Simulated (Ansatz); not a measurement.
`B[SiH]([SiH3])[SiH3]` + `[OH][SnH2][F]` → `F[SiH]([SiH3])[SiH3]` + `[BH2][SnH2][OH]`  (redistribution)

Program: Ansatz. Geometries: PBE0-D4/def2-TZVP. ΔE: electronic, gas phase. CCSD(T)/CBS adds triple-zeta CCSD(T) − MP2 to the extrapolated MP2 energy (def2 sets, frozen cores). DFT in def2-TZVPP. B3LYP here is the variant with VWN-RPA as its local correlation; programs differ in this. HSE06 is defined as in plane-wave codes. Elements past krypton have def2 core potentials. For Sn outer-core shells are correlated without core-valence functions, which leaves a few kJ/mol of doubt a bond. Each species was taken in one conformer, which may not be the lowest.

`B[SiH]([SiH3])[SiH3]`:

Cartesian coordinates in Å:
```
B -0.937 -1.350 -1.409
Si -0.524 0.351 -0.466
Si -0.899 0.042 1.828
Si 1.780 0.754 -0.640
H -0.365 -2.346 -1.073
H -1.731 -1.432 -2.299
H -1.275 1.551 -0.935
H -0.057 -1.086 2.310
H -2.325 -0.272 2.113
H -0.527 1.273 2.577
H 2.202 0.918 -2.058
H 2.139 1.991 0.105
H 2.520 -0.394 -0.052
```

`[OH][SnH2][F]`:

```xyz
6

O     0.367   -0.873   -1.184
Sn   -0.355    0.246    0.239
F     0.594   -0.277    1.826
H     1.307   -0.753   -1.336
H     0.054    1.883    0.025
H    -1.968   -0.225    0.431
```

`F[SiH]([SiH3])[SiH3]`:

Cartesian coordinates in Å:
```
F -1.258 -1.875 -0.477
Si -0.596 -0.658 0.351
Si 1.738 -0.876 0.320
Si -1.282 1.381 -0.582
H -1.090 -0.758 1.753
H 2.171 -2.175 0.899
H 2.312 0.234 1.130
H 2.248 -0.766 -1.072
H -0.792 1.498 -1.981
H -0.687 2.479 0.229
H -2.763 1.515 -0.569
```

`[BH2][SnH2][OH]`:

Cartesian coordinates in Å:
```
B 1.428 -0.569 0.394
Sn -0.329 0.476 -0.537
O -1.911 0.384 0.648
H 1.290 -1.256 1.361
H 2.520 -0.460 -0.078
H -0.778 -0.236 -2.035
H -0.153 2.159 -0.744
H -2.068 -0.498 0.992
```

Question: Is it downhill or uphill in electronic energy at CCSD(T)/CBS, and by how much? (An estimate is asked.)

Answer: The calculation gave: Downhill: ΔE = -37.2 kJ/mol.

Question: What do these levels give: BLYP-D4, B3LYP-D4, r2SCANh-D4, HSE06-D4, BHLYP-D4, PBE, revPBE, PBE0, B3LYP, HSE06, LC-ωPBE, SCS-MP2/def2-QZVPP? (An estimate is asked.)

Answer: Computed: BLYP-D4 -28.9, B3LYP-D4 -35.4, r2SCANh-D4 -29.8, HSE06-D4 -29.1, BHLYP-D4 -43.0, PBE -24.2, revPBE -23.7, PBE0 -31.5, B3LYP -39.5, HSE06 -31.3, LC-ωPBE -32.2, SCS-MP2/def2-QZVPP -41.1 kJ/mol.

Largest T1 diagnostic among the species: 0.015.

At CCSD(T), def2-SVP lies +19.1 kJ/mol from the extrapolated value and def2-TZVPP −2.5 kJ/mol. From PBE to PBE0 (25 % exact exchange), in def2-TZVPP and without D4, ΔE moves by −7.3 kJ/mol. Leaving LDA and LC-ωPBE aside and taking each functional with its dispersion term where it has one, the values, not all of them listed here, spread over 25.0 kJ/mol, from BHLYP-D4 to revPBE-D4. LDA lies −5.7 kJ/mol from PBE without D4.
